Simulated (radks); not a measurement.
The numbers below are computed, except where a source is named.
Problem. The mean radii <r> (bohr) of the occupied orbitals of an atom or ion are listed with their occupations. Level of theory: Dirac Kohn-Sham, PBE, spin-unpolarised, spherical densities, finite nucleus; Fermi nuclear charge, rms radius of each element as measured or else 0.836 A^(1/3) + 0.57 fm (a radial shooting solver on a logarithmic mesh with Libxc functionals).

| orbital | occ. | <r> |
|---|---|---|
| 1s1/2 | 2 | 0.03263 |
| 2s1/2 | 2 | 0.1416 |
| 2p1/2 | 2 | 0.1203 |
| 2p3/2 | 4 | 0.1252 |
| 3s1/2 | 2 | 0.3902 |
| 3p1/2 | 2 | 0.3828 |
| 3p3/2 | 4 | 0.3935 |
| 3d3/2 | 4 | 0.3679 |
| 3d5/2 | 6 | 0.3713 |
| 4s1/2 | 2 | 0.9589 |
| 4p1/2 | 2 | 1.021 |
| 4p3/2 | 4 | 1.047 |
| 4d3/2 | 1.6 | 1.250 |
| 4d5/2 | 2.4 | 1.259 |

Name the element and its charge. Open shells, if any, are shared by 2j + 1.

Solution. Z = 45, rhodium, charge +5: Rh5+ in [Kr] 4d4. The 1s radius gives Z: for a bare nucleus <r> = (2 gamma + 1)/(2Z) with gamma = sqrt(1 - (Z/c)^2), 0.0321 bohr for Z = 45, and screening makes it slightly larger (0.03263 here). The occupations add up to 40, and the charge is Z minus that.
